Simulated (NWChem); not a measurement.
Species: CH₆Sn; SMILES [CH3][SnH3]

def2 effective core potentials on Sn; no spin-orbit coupling.

### Question
Give the equilibrium geometry at PBE0/def2-SVP with def2 effective core potentials on Sn (NWChem) as a list of bonds and angles, with the point group.

### Answer
point group C3; any orientation.
Bonds (Å): Sn1–C2 2.152, Sn1–H3 1.717, Sn1–H4 1.717, Sn1–H5 1.717, C2–H6 1.099, C2–H7 1.099, C2–H8 1.099. Angles (°): C2–Sn1–H3 110.1, C2–Sn1–H4 110.1, C2–Sn1–H5 110.1, H3–Sn1–H4 108.9, H3–Sn1–H5 108.9, H4–Sn1–H5 108.9, Sn1–C2–H6 110.0, Sn1–C2–H7 110.0, Sn1–C2–H8 110.0, H6–C2–H7 108.9, H6–C2–H8 108.9, H7–C2–H8 108.9.
